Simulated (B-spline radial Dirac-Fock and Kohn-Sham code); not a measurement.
**How the levels of germanium move as electrons are removed**

Calculated with a radial B-spline solver, using Dirac-Fock ΔSCF + Breit + QED. Each ion is free and in its tabulated ground configuration. Electron correlation is not included.

Reference: Ge, [Ar] 3d10 4s2 4p2, with K 11111.9 eV, L1 1426.3 eV, L3 1226.3 eV, M1 193.4 eV, M3 132.5 eV, Kα1 (K-L3) 9885.6 eV, Kβ1 (K-M3) 10979.4 eV. Shifts from it, in eV (a dash: the subshell is empty, belongs to an open shell averaged over j, or its hole state is left out as unreliable):

```tsv
ion	configuration	K	L1	L3	M1	M3	Kα1	Kβ1
Ge⁺	[Ar] 3d10 4s2 4p1	+10.5	+10.3	+10.3	+10.2	+10.2	+0.15	+0.28
Ge²⁺	[Ar] 3d10 4s2	+22.7	+22.3	+22.3	+22.1	+22.0	+0.39	+0.75
Ge³⁺	[Ar] 3d10 4s1	+37.8	+37.0	+37.2	–	+36.5	+0.60	+1.24
Ge⁴⁺	[Ar] 3d10	+54.3	+53.0	+53.2	+51.9	+52.2	+1.05	+2.09
Ge⁵⁺	[Ar] 3d9	+85.7	+85.1	+85.3	+79.9	+79.4	+0.36	+6.24
Ge⁶⁺	[Ar] 3d8	+119.9	+120.0	+120.2	+109.6	+108.4	-0.33	+11.43
Ge⁷⁺	[Ar] 3d7	+156.7	+157.6	+157.7	+141.0	+139.1	-0.98	+17.68
Ge⁸⁺	[Ar] 3d6	+196.3	+197.8	+197.8	+174.0	+171.2	-1.57	+25.01
Ge⁹⁺	[Ar] 3d5	+238.4	+240.4	+240.4	+208.4	+204.9	-2.08	+33.43
```

Over this range K (1s) moves by +238.4 eV and Kα1 by -2.1 eV: a line is a difference of two levels that shift in the same direction.
